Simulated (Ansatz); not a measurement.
Computed with Ansatz on PBE0-D4/def2-TZVP structures; ΔE is electronic, products minus reactants. CCSD(T)/CBS adds triple-zeta CCSD(T) − MP2 to the extrapolated MP2 energy (def2 sets, frozen cores). DFT in def2-TZVPP. For Ge outer-core shells are correlated without core-valence functions, which leaves a few kJ/mol of doubt a bond. Scalar relativity is left out up to krypton. One conformer a species, not always the lowest.

Reaction (cleavage of the Si–Si bond): `[BH2][GeH2][SiH2][SiH3]` + `[OH][GeH2][SiH3]` → `[SiH3][O][GeH2][SiH3]` + `[BH2][GeH2][SiH3]`

```json
{"level": "ωB97X-V", "ΔE (kJ/mol)": "-93.6"}
{"level": "r2SCAN", "ΔE (kJ/mol)": "-87.0"}
```

What does CCSD(T)/CBS give? (An estimate is asked.)

Ansatz gave: -94.8 kJ/mol. The listed levels differ from it by 1.2, 7.8 kJ/mol.

Largest T1 diagnostic among the species: 0.013.

From PBE to PBE0 (25 % exact exchange), in def2-TZVPP and without D4, ΔE moves by −8.7 kJ/mol. In def2-TZVPP, CCSD(T) changes the Hartree–Fock value by +30.3 kJ/mol (the triples alone add +4.4 kJ/mol) and MP2 by +24.4 kJ/mol.
